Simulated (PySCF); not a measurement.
H₆N₂O₂Zr, SMILES [NH2][Zr]([OH])([OH])[NH2], multiplicity 1.

Geometry: PBE0-D3(BJ)/def2-SVP. The multiplicity is an assumed one; no other spin state was optimised. The structure was generated by enumeration; whether it is a known compound was not checked. The def2 effective core potentials stand for the cores of Zr; spin–orbit coupling is left out. The values are those of a single conformer.

All values below come from TDA-CAM-B3LYP/def2-SVPD run with PySCF.

Vertical excitations. The molecule is in vacuum. State labels are in the subgroup C2.

```
state  symmetry  energy (eV)  λ (nm)      f                                                               main pairs
-----  --------  -----------  ------  -----  -----------------------------------------------------------------------
S1            B         5.37     231  0.012                       HOMO→LUMO+2 70 %, HOMO→LUMO+3 17 %, HOMO→LUMO 11 %
S2            B         5.75     216  0.048                                         HOMO→LUMO 70 %, HOMO→LUMO+3 20 %
S3            A         5.92     210  0.008                                   HOMO−1→LUMO+2 63 %, HOMO−1→LUMO+3 16 %
S4            A         6.18     201  0.043                   HOMO−1→LUMO 49 %, HOMO→LUMO+4 30 %, HOMO−1→LUMO+3 13 %
S5            A         6.58     188  0.001                                                         HOMO→LUMO+5 75 %
S6            B         6.65     187  0.114                                       HOMO→LUMO+6 62 %, HOMO→LUMO+3 15 %
S7            B         6.92     179  0.000  HOMO→LUMO+3 33 %, HOMO−1→LUMO+5 29 %, HOMO→LUMO+2 10 %, HOMO→LUMO+6 9 %
S8            A         6.95     179  0.004                                                         HOMO→LUMO+1 82 %
S9            B         7.02     177  0.006                                     HOMO→LUMO+7 47 %, HOMO−1→LUMO+5 29 %
S10           A         7.11     174  0.005                      HOMO→LUMO+4 46 %, HOMO−1→LUMO 29 %, HOMO→LUMO+8 7 %
T1            B         5.26     236      0                       HOMO→LUMO+2 67 %, HOMO→LUMO 17 %, HOMO→LUMO+3 12 %
T2            B         5.47     227      0                        HOMO→LUMO 52 %, HOMO→LUMO+3 24 %, HOMO→LUMO+6 8 %
T3            A         5.72     217      0  HOMO−1→LUMO+2 48 %, HOMO−1→LUMO 25 %, HOMO→LUMO+5 10 %, HOMO→LUMO+4 8 %
T4            B         5.81     214      0                                                         HOMO→LUMO+6 77 %
```
Triplets are in the Tamm–Dancoff approximation.
